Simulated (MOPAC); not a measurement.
Job for MOPAC: PM6 on BFGeH4 (SMILES F[BH][GeH3]), a point of a bond scan (R = 2.315 Å).

```
PM6 1SCF PRECISE CHARGE=0 THREADS=1
BFGeH4

B      0.46769721 1    -1.26888638 1    -0.23111118 1
F     -1.09023143 1    -2.89820367 1     0.29732367 1
Ge     0.00616065 1     0.74780905 1     0.02847255 1
H      0.13636752 1     1.48871861 1    -1.31738345 1
H     -1.41069293 1     0.98372387 1     0.57986645 1
H      1.02005387 1     1.39342996 1     0.99409325 1
H      1.52157430 1    -1.65200678 1    -0.64980621 1
```

Output:

```
*******************************************************************************
 **                                                                           **
 **                              MOPAC v23.2.5                                **
 **                                                                           **
 *******************************************************************************
 ** MOPAC's Digital Object Identifier: https://doi.org/10.5281/zenodo.6511958 **
 **                                                                           **
 ** Please cite the open-source release paper for use of this MOPAC version:  **
 ** J. E. Moussa and J. J. P. Stewart (2026)                                  **
 ** MOPAC: An open-source semiempirical molecular orbital program             **
 ** J. Open Source Softw., 11(119), 8025, https://doi.org/10.21105/joss.08025 **
 *******************************************************************************

                              PM6 CALCULATION RESULTS

 *******************************************************************************
 *  PM6        - The PM6 Hamiltonian to be used
 *
 *
 *
 *                 CHARGE ON SYSTEM = 0
 *
 *
 *
 *  PRECISE    - TIGHTER CRITERIA TO BE USED
 *  1SCF       - DO 1 SCF AND THEN STOP
 *  THREADS=1  - MULTI-THREADING NOT USED
 *  T=         - A TIME OF 172800.0 SECONDS REQUESTED
 *  DUMP=N     - RESTART FILE WRITTEN EVERY 7200.0 SECONDS REQUESTED
 *******************************************************************************
PM6 1SCF PRECISE CHARGE=0 THREADS=1
 BFGeH4

   ATOM   CHEMICAL          X               Y               Z
  NUMBER   SYMBOL      (ANGSTROMS)     (ANGSTROMS)     (ANGSTROMS)

     1       B          0.46769721  *  -1.26888638  *  -0.23111118  *
     2       F         -1.09023143  *  -2.89820367  *   0.29732367  *
     3      Ge          0.00616065  *   0.74780905  *   0.02847255  *
     4       H          0.13636752  *   1.48871861  *  -1.31738345  *
     5       H         -1.41069293  *   0.98372387  *   0.57986645  *
     6       H          1.02005387  *   1.39342996  *   0.99409325  *
     7       H          1.52157430  *  -1.65200678  *  -0.64980621  *



          CARTESIAN COORDINATES

    NO.       ATOM           X           Y           Z

     1         B          0.4677     -1.2689     -0.2311
     2         F         -1.0902     -2.8982      0.2973
     3        Ge          0.0062      0.7478      0.0285
     4         H          0.1364      1.4887     -1.3174
     5         H         -1.4107      0.9837      0.5799
     6         H          1.0201      1.3934      0.9941
     7         H          1.5216     -1.6520     -0.6498

 General Reference for PM6:
 "Optimization of Parameters for Semiempirical Methods V: Modification of NDDO Approximations
 and Application to 70 Elements", J. J. P. Stewart, J. Mol. Mod., 13, 1173-1213 (2007)
 URL: https://link.springer.com/article/10.1007/s00894-007-0233-4

           Empirical Formula: H4 B F Ge  =     7 atoms



      MOLECULAR POINT GROUP   :   Cs


      RHF CALCULATION, NO. OF DOUBLY OCCUPIED LEVELS = 9


 -------------------------------------------------------------------------------
 PM6 1SCF PRECISE CHARGE=0 THREADS=1
 BFGeH4



     1SCF WAS SPECIFIED, SO BFGS WAS NOT USED
     SCF FIELD WAS ACHIEVED


                              PM6 CALCULATION
                                                       MOPAC v23.2.5 Linux




          FINAL HEAT OF FORMATION =        177.41022 KCAL/MOL =     742.28436 KJ/MOL


          COSMO AREA              =        117.01 SQUARE ANGSTROMS
          COSMO VOLUME            =        102.67 CUBIC ANGSTROMS

          IONIZATION POTENTIAL    =         10.155117 EV
          HOMO LUMO ENERGIES (EV) =        -10.155 -2.042
          NO. OF FILLED LEVELS    =          9
          MOLECULAR WEIGHT        =        106.4300         POINT GROUP:  Cs

          MOLECULAR DIMENSIONS (Angstroms)

            Atom       Atom       Distance
            H     4    F     2     4.83290
            H     7    H     5     3.94031
            H     6    F     2     2.38550


          SCF CALCULATIONS        =          1





   ATOM   CHEMICAL          X               Y               Z
  NUMBER   SYMBOL      (ANGSTROMS)     (ANGSTROMS)     (ANGSTROMS)

     1       B          0.46769721  *  -1.26888638  *  -0.23111118  *
     2       F         -1.09023143  *  -2.89820367  *   0.29732367  *
     3      Ge          0.00616065  *   0.74780905  *   0.02847255  *
     4       H          0.13636752  *   1.48871861  *  -1.31738345  *
     5       H         -1.41069293  *   0.98372387  *   0.57986645  *
     6       H          1.02005387  *   1.39342996  *   0.99409325  *
     7       H          1.52157430  *  -1.65200678  *  -0.64980621  *

                             CARTESIAN COORDINATES

   1    B        0.467697210    -1.268886380    -0.231111180
   2    F       -1.090231430    -2.898203670     0.297323670
   3   Ge        0.006160650     0.747809050     0.028472550
   4    H        0.136367520     1.488718610    -1.317383450
   5    H       -1.410692930     0.983723870     0.579866450
   6    H        1.020053870     1.393429960     0.994093250
   7    H        1.521574300    -1.652006780    -0.649806210


           Empirical Formula: H4 B F Ge  =     7 atoms



      MOLECULAR POINT GROUP   :   Cs


                  EIGENVALUES
 -34.03688 -19.87808 -16.51257 -12.91527 -12.85865 -11.67498 -11.56460 -11.36727
 -10.15512  -2.04171  -1.14736   0.20723   1.49551   1.68913   2.66194   3.85349


              NET ATOMIC CHARGES AND DIPOLE CONTRIBUTIONS

  ATOM NO.   TYPE          CHARGE      No. of ELECS.   s-Pop       p-Pop
    1          B           0.779014        2.2210     1.17438     1.04661
    2          F          -0.682688        7.6827     1.99863     5.68406
    3         Ge          -0.601811        4.6018     1.25001     3.35181
    4          H           0.153562        0.8464     0.84644
    5          H           0.170986        0.8290     0.82901
    6          H           0.153562        0.8464     0.84644
    7          H           0.027375        0.9726     0.97263
 DIPOLE           X         Y         Z       TOTAL
 POINT-CHG.     5.202     5.311    -1.770     7.641
 HYBRID        -0.678    -0.216     0.250     0.754
 SUM            4.524     5.095    -1.519     6.981


          ATOMIC ORBITAL ELECTRON POPULATIONS

     Atom    s        px        py        pz
    1  B   1.17438   0.48564   0.46592   0.09505
    2  F   1.99863   1.86190   1.84051   1.98165
    3 Ge   1.25001   1.14294   1.08732   1.12155
    4  H   0.84644
    5  H   0.82901
    6  H   0.84644
    7  H   0.97263

 **********************
 *                    *
 * JOB ENDED NORMALLY *
 *                    *
 **********************




 == MOPAC DONE ==
```

The run finished.

Cost: roughly 0.020 core-seconds.
